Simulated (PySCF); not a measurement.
Name the molecule from its bond curve

A diatomic of charge 0 contains Rb. Its singlet curve at PBE0 in a triple-zeta basis (spin-free X2C with a Gaussian nucleus, PySCF), in eV from the separated fragments:

(R (Å), E (eV)): (3.039, -0.485), (3.181, -0.557), (3.322, -0.599), (3.428, -0.616), (3.534, -0.621), (3.640, -0.616), (3.781, -0.598), (3.958, -0.560), (4.170, -0.499), (4.453, -0.402)

The fit gives ωe = 188 cm⁻¹ and the rotational constant Bₑ = 0.2082 cm⁻¹.

Question: Which atom is the partner?

Answer: The minimum lies at 3.535 Å, so the reduced mass is 16.8576 u Å² cm⁻¹/(Bₑ·Re²) = 6.479 u. With Rb at 84.91 u the partner weighs about 7.0 u: Li. The molecule is RbLi.

Closed-shell solutions of metal pairs were not tested for spin polarisation, which can lower them a little.
